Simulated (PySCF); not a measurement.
## Static response to an electric field

C5H2FN3.
Structure used (GFN2-xTB), in Å, numbered top down from 1:
```
atom  x, y, z in Å
C1    -2.8160   -0.5131   -0.5485
C2    -1.6481   -0.3197   -0.3440
C3    -0.2847   -0.0673   -0.0770
C4     0.1201    0.7967    0.9632
N5     1.3944    1.0165    1.1966
N6     2.3005    0.4334    0.4638
C7     1.8896   -0.3647   -0.4981
F8     2.8276   -0.9421   -1.2269
N9     0.6442   -0.6572   -0.8223
H10   -3.8356   -0.6847   -0.7327
H11   -0.5866    1.3051    1.6000
```

Level: CAM-B3LYP/def2-SVPD (PySCF), static field, nuclei fixed, core orbitals frozen in the response. The polarisability tensor in these axes (au):

```
x   117.58   5.65   4.84
y     5.65  55.11  14.52
z     4.84  14.52  60.60
```

Q: Diagonalise the tensor; give its mean and Δα, where Δα² is half the sum of the squared differences of the eigenvalues.

A: Principal values 43.06, 71.47 and 118.76 au; mean 77.76 au = 11.52 Å³ = 12.82 × 10⁻⁴⁰ C²·m²/J; Δα = 66.24 au (85 % of the mean).

Q: What is the dipole moment, and where does it point?

A: (-4.44, 0.10, 0.24) D, 4.45 D in size, pointing from the negative to the positive side. Measured along this direction, the outermost atoms are F8 at the negative end and H10 at the positive end.

Q: Orientational against electronic polarisability at 350 K (dilute gas, rigid molecules)?

A: In Gaussian units μ²/3kT = 136.62 Å³ against 11.52 Å³, a ratio of 11.86; the Debye molar polarisation (4π/3)N_A(α + μ²/3kT) is 373.7 cm³/mol, leaving out the vibrational part.

Q: Find the Langevin capture rate constant for NO+ (29.998 u) meeting this molecule (123.023 u), k = 2.342 × 10⁻⁹ cm³/s × √(α in Å³ / reduced mass in u).

A: The reduced mass is 24.12 u, so k = 1.62 × 10⁻⁹ cm³/s. The formula leaves out the permanent dipole, which adds to the capture rate.

Q: What depolarisation ratio follows for Rayleigh scattering of linearly polarised light, taking the static tensor?

A: ρ = 3Δα²/(45ᾱ² + 4Δα²) = 13162.0/(272118 + 17549.4) = 0.0454.

Q: In TDDFT the mean static polarisability is Σ f/ω² over all singlet excitations (ω in hartree). How much of it do the 8 lowest give? Their energies (eV) and oscillator strengths: 3.13, 0.0040; 4.31, 0.0001; 5.03, 0.0009; 5.03, 0.2831; 5.59, 0.0001; 5.76, 0.0301; 6.22, 0.0000; 6.62, 0.1291.

A: They add up to 11.48 au, 14.8 % of the 77.76 au; the largest single term is 8.29 au, from the state at 5.03 eV. Terms in order: 0.30, 0.00, 0.03, 8.29, 0.00, 0.67, 0.00, 2.18 au. Higher excitations give the rest. The strengths listed sum to 0.447.

Q: Traceless (Buckingham) quadrupole moment about the centre of nuclear charge: eigenvalues?

A: -8.32, 0.58, 7.74 D·Å. The values depend on the origin, since the dipole doesn't vanish. The electronic extent ⟨r²⟩ about the same centre is 1098 bohr², a root-mean-square distance of 2.23 Å for the 62 electrons.

Isolated species at its GFN2-xTB geometry, gas phase.
